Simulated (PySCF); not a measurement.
C8H7F5.
SMILES with atom numbers: `[F:1][C:2]([F:3])([F:4])[C:5]([F:6])([F:7])[C@@H:8]1[CH:9]=[CH:10][C@@H:11]2[CH2:12][C@H:13]12` (hydrogens: H14 on C8; H15 on C9; H16 on C10; H17 on C11; H18, H19 on C12; H20 on C13)

Structure used (PBE0-D3(BJ)/def2-SVP), in Å, numbered top down from 1:
```xyz
20
C8H7F5 angstrom
F      2.5293    1.6276    0.4127
C      2.2085    1.1144   -0.7748
F      3.3181    0.9701   -1.4838
F      1.4157    1.9743   -1.4045
C      1.5068   -0.2451   -0.5906
F      1.1235   -0.6555   -1.8165
F      2.4501   -1.1105   -0.1544
C      0.3520   -0.2347    0.3928
C     -0.3251   -1.5833    0.4928
C     -1.6560   -1.4680    0.4258
C     -2.0771   -0.0636    0.1771
C     -1.6231    0.4987   -1.1447
C     -0.7894    0.7245    0.0803
H      0.8109    0.0283    1.3624
H      0.2367   -2.5128    0.5974
H     -2.3594   -2.3000    0.5028
H     -2.9708    0.3423    0.6584
H     -2.1510    1.3735   -1.5325
H     -1.2746   -0.2042   -1.9044
H     -0.7266    1.7403    0.4751
```

Theory: PBE0-D3(BJ)/def2-SVP geometry optimisation, gas phase in PySCF 2.14.0.

Take the most abundant isotopes and a rigid rotor. The values belong to one conformer with, in the numbering `[F:1][C:2]([F:3])([F:4])[C:5]([F:6])([F:7])[C@@H:8]1[CH:9]=[CH:10][C@@H:11]2[CH2:12][C@H:13]12`, C2–C5–C8–C9 178°.

(1) What are A, B and C (GHz)?

(2) What kind of rotor is it?

(3) What does the inertial defect say?

(4) Where do the levels up to J = 3 lie, in MHz?

(5) Which lines would a microwave search look for?

(6) Estimate the classical rotational partition function at 200 K, 298.15 K and 500 K.

## Answers

(1) Ia = 334.57, Ib = 786.71, Ic = 891.46 u·Å²; 505379 MHz·u·Å²/I gives 1511, 642.4 and 566.9 MHz, that is A = 1.5105, B = 0.6424, C = 0.5669 GHz.

(2) An asymmetric top: κ = (2 × 642.4 − 1511 − 566.9)/(1511 − 566.9) = -0.84.

(3) Not planar: Δ = Ic − Ia − Ib = -229.83 u·Å². For a rigid frame Δ = −2 Σ m c², so Σ m c² = 114.91 u·Å² lies off the ab plane: 8.82 from hydrogen and 106.10 from heavier atoms. The atom farthest from that plane is 1.71 Å away.

(4) Above 0(0,0):
J = 1: 1(0,1) 1209, 1(1,1) 2077, 1(1,0) 2153
J = 2: 2(0,2) 3623, 2(1,2) 4421, 2(1,1) 4647, 2(2,1) 7251, 2(2,0) 7256
J = 3: 3(0,3) 7232, 3(1,3) 7932, 3(1,2) 8385, 3(2,2) 10879, 3(2,1) 10903, 3(3,1) 15411, 3(3,0) 15412

(5) The dipole components are |μa| = 2.10 D, |μb| = 0.66 D, |μc| = 0.88 D. The squared components, which scale the intensities, stand as 1.00 : 0.10 : 0.18 (a : b : c). Some lines, for components of 0.1 D or more:

```csv
type,branch,"J(Ka,Kc)",MHz,lower level (cm⁻¹)
b,R,"4(2,2) ← 3(3,1)",371,0.514
b,Q,"5(2,4) ← 5(1,5)",3300,0.615
b,R,"5(1,4) ← 4(2,3)",3863,0.524
a,R,"4(1,4) ← 3(1,3)",4677,0.265
b,R,"5(0,5) ← 4(1,4)",5371,0.421
c,Q,"5(5,1) ← 5(4,1)",8143,1.089
b,R,"5(3,2) ← 4(2,3)",10611,0.524
c,R,"4(4,0) ← 3(3,0)",11179,0.514
b,R,"5(4,2) ← 4(3,1)",12389,0.676
b,R,"5(5,1) ← 4(4,0)",14200,0.887
b,R,"5(5,0) ← 4(4,1)",14200,0.887
```

(6) Point group C1, symmetry number σ = 1; q = (√π/σ)·√((kT/h)³/(ABC)), k/h = 20836.6 MHz/K: 643000 at 200 K, 1170000 at 298.15 K, 2540000 at 500 K.

Stationary, but not proved a minimum. These are rigid-rotor constants of the computed structure; measured ground-state constants (B0) also hold zero-point vibration.
